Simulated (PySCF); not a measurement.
**Radial density of Fe¹²⁺ (iron, charge +12)**

UHF, [Ne] 3s2 3p2, high-spin 3P determinant. Computed with PySCF 2.14 in an uncontracted even-tempered set (17 s from 0.69 bohr⁻², ratio 2.5; 11 p from 0.9 bohr⁻², ratio 2.5; 5 d from 5 bohr⁻², ratio 2.7; 4 f from 7.5 bohr⁻², ratio 2.7), with no relativity, point nucleus.

```tsv
r (bohr)	4πr²ρ (e/bohr)	4πr²(ρα − ρβ)
0.00101	0.1459	0.0000
0.00170	0.3983	0.0000
0.00286	1.061	0.0001
0.00481	2.713	0.0002
0.00809	6.473	0.0007
0.0136	13.76	0.0035
0.0229	24.14	0.0193
0.0385	31.10	0.0987
0.0648	26.90	0.3978
0.109	24.94	0.9962
0.183	34.18	0.8837
0.308	19.28	-0.0079
0.518	7.627	2.8286
0.872	4.632	2.2518
1.47	0.1672	0.0856
2.47	0.0001908	0.0001
```

**Question.** Where is the radial spin density 4πr²(ρα − ρβ) most negative, and why is it negative at all?

**Answer.** Around r = 0.308 bohr, down to -0.0079 e/bohr: exchange with the open shell polarises the paired shells in an unrestricted calculation.
